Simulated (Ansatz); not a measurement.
Reactions of `[NH2][Hf]([F])([Cl])[Br]`.

Calculated with Ansatz (gas phase, PBE0-D4/def2-TZVP geometries, no zero-point term in ΔE). CCSD(T)/CBS adds triple-zeta CCSD(T) − MP2 to the extrapolated MP2 energy (def2 sets, frozen cores). This one scheme is used for every species. DFT in def2-TZVPP. Elements past krypton have def2 core potentials. For Br, Hf outer-core shells are correlated without core-valence functions, which leaves a few kJ/mol of doubt a bond. Scalar relativity is left out up to krypton. Each species was taken in one conformer, which may not be the lowest.

| reaction | CCSD(T)/CBS(def2) (kcal/mol) |
| --- | --- |
| `[NH2][Hf]([F])([Cl])[Br]` + H₂O → `[OH][Hf]([F])([Cl])[Br]` + NH₃ | ? |
| `[NH2][Hf]([F])([Cl])[Br]` + NH₃ → `[NH2][Hf]([NH2])([F])[Cl]` + HBr | 24.1 |
| `[NH2][Hf]([F])([Cl])[Br]` + HCl → `[NH2][Hf]([F])([Cl])[Cl]` + HBr | 0.7 |
| `[NH2][Hf]([F])([Cl])[Br]` + H–F → `[NH2][Hf]([F])([F])[Cl]` + HBr | -1.9 |
| `[NH2][Hf]([F])([Cl])[Br]` + H–F → `[F][Hf]([F])([Cl])[Br]` + NH₃ | -23.5 |

Q: Fill in the missing values. (Estimate.)

A: The calculation gave: `[NH2][Hf]([F])([Cl])[Br]` + H₂O → `[OH][Hf]([F])([Cl])[Br]` + NH₃: -15.4 kcal/mol.

Largest T1 diagnostic: 0.015, for `[NH2][Hf]([F])([F])[Cl]`.
